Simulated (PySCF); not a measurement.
The complex [CrF4]2- (charge -2) contains Cr(II), shell d4. The structure is a model geometry with rigid ligands and bond lengths from ionic radii, not a minimum; coordination tetrahedral, point group Td, metal–donor distances 1.98 Å.

Method (PySCF 2.14, density fitting): CASSCF(4,5) with orbitals averaged over all microstates of the shell, strongly contracted NEVPT2 on the averaged canonical orbitals; basis x2c-TZVPall on the metal, x2c-SVPall elsewhere; spin-free X2C; IEF-PCM water; spin-orbit coupling by state interaction with the mean-field operator over all roots.

CASSCF energies above the lowest CASSCF root:

```json
{"state": "5T2", "CASSCF / cm⁻¹": "0"}
{"state": "5E", "CASSCF / cm⁻¹": "4318"}
{"state": "3T1", "CASSCF / cm⁻¹": "16210"}
{"state": "3T2", "CASSCF / cm⁻¹": "18025"}
{"state": "3T1", "CASSCF / cm⁻¹": "19735"}
{"state": "3E", "CASSCF / cm⁻¹": "21234"}
{"state": "1A1", "CASSCF / cm⁻¹": "21559"}
{"state": "3T2", "CASSCF / cm⁻¹": "21958"}
{"state": "3T1", "CASSCF / cm⁻¹": "22452"}
{"state": "3T1", "CASSCF / cm⁻¹": "24627"}
{"state": "1T1", "CASSCF / cm⁻¹": "24684"}
{"state": "3T2", "CASSCF / cm⁻¹": "24772"}
{"state": "3A2", "CASSCF / cm⁻¹": "25223"}
{"state": "3E", "CASSCF / cm⁻¹": "25658"}
{"state": "1T2", "CASSCF / cm⁻¹": "27619"}
{"state": "3A1", "CASSCF / cm⁻¹": "28276"}
{"state": "3T1", "CASSCF / cm⁻¹": "28831"}
{"state": "1E", "CASSCF / cm⁻¹": "29047"}
{"state": "1A1", "CASSCF / cm⁻¹": "29890"}
{"state": "3T2", "CASSCF / cm⁻¹": "31100"}
{"state": "1T2", "CASSCF / cm⁻¹": "31127"}
{"state": "1T1", "CASSCF / cm⁻¹": "31611"}
```

**Question.** How does dynamic correlation (SC-NEVPT2) move these states?

**Answer.** 
```json
{"state": "5T2", "NEVPT2 / cm⁻¹": "0", "shift / cm⁻¹": "0"}
{"state": "5E", "NEVPT2 / cm⁻¹": "4727", "shift / cm⁻¹": "+409"}
{"state": "3T1", "NEVPT2 / cm⁻¹": "14318", "shift / cm⁻¹": "-1892"}
{"state": "3T2", "NEVPT2 / cm⁻¹": "16574", "shift / cm⁻¹": "-1450"}
{"state": "3T1", "NEVPT2 / cm⁻¹": "18237", "shift / cm⁻¹": "-1499"}
{"state": "3E", "NEVPT2 / cm⁻¹": "20022", "shift / cm⁻¹": "-1212"}
{"state": "1A1", "NEVPT2 / cm⁻¹": "18120", "shift / cm⁻¹": "-3439"}
{"state": "3T2", "NEVPT2 / cm⁻¹": "19572", "shift / cm⁻¹": "-2386"}
{"state": "3T1", "NEVPT2 / cm⁻¹": "20242", "shift / cm⁻¹": "-2210"}
{"state": "3T1", "NEVPT2 / cm⁻¹": "23006", "shift / cm⁻¹": "-1622"}
{"state": "1T1", "NEVPT2 / cm⁻¹": "22078", "shift / cm⁻¹": "-2606"}
{"state": "3T2", "NEVPT2 / cm⁻¹": "22546", "shift / cm⁻¹": "-2227"}
{"state": "3A2", "NEVPT2 / cm⁻¹": "22928", "shift / cm⁻¹": "-2296"}
{"state": "3E", "NEVPT2 / cm⁻¹": "23634", "shift / cm⁻¹": "-2024"}
{"state": "1T2", "NEVPT2 / cm⁻¹": "25912", "shift / cm⁻¹": "-1707"}
{"state": "3A1", "NEVPT2 / cm⁻¹": "26017", "shift / cm⁻¹": "-2259"}
{"state": "3T1", "NEVPT2 / cm⁻¹": "27002", "shift / cm⁻¹": "-1828"}
{"state": "1E", "NEVPT2 / cm⁻¹": "26074", "shift / cm⁻¹": "-2973"}
{"state": "1A1", "NEVPT2 / cm⁻¹": "26839", "shift / cm⁻¹": "-3051"}
{"state": "3T2", "NEVPT2 / cm⁻¹": "26753", "shift / cm⁻¹": "-4347"}
{"state": "1T2", "NEVPT2 / cm⁻¹": "29175", "shift / cm⁻¹": "-1952"}
{"state": "1T1", "NEVPT2 / cm⁻¹": "28738", "shift / cm⁻¹": "-2873"}
```

The ground state is orbitally degenerate in this regular structure, which would distort (Jahn–Teller). Gaps between spin states lean to high spin in this active space.
